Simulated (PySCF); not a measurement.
Compound: TMS, C₄H₁₂Si.
Atom-mapped SMILES: `[CH3:1][Si:2]([CH3:3])([CH3:4])[CH3:5]` (hydrogens: H6, H7, H8 on C1; H9, H10, H11 on C3; H12, H13, H14 on C4; H15, H16, H17 on C5)

Structure optimised with GFN2-xTB, isolated species.

(1) Give the optimised bond lengths and angles.

Answers

(1) 
```csv
bond,length (pm),order
C1–Si2 and 3 like bonds,190.9,single
C1–H6 and 11 like bonds,108.6,single
```

Bonds in one row agree within 1 pm and their mean is given. Orders are formal, as drawn. A selection of angles:
```csv
angle,degrees
Si2–C1–H6,111.4
H6–C1–H7,107.5
C1–Si2–C3,109.5
```

All 4 C–Si bonds measure 1.909 Å. Si2 (four-coordinate silicon) is tetrahedral (angles from 109.4° to 109.6°).

Point group: Td (every atom within 0.08 Å of its image). No GFN2-xTB frequencies stand behind this structure, so it isn't proved a minimum.

All values are computed, not measured.
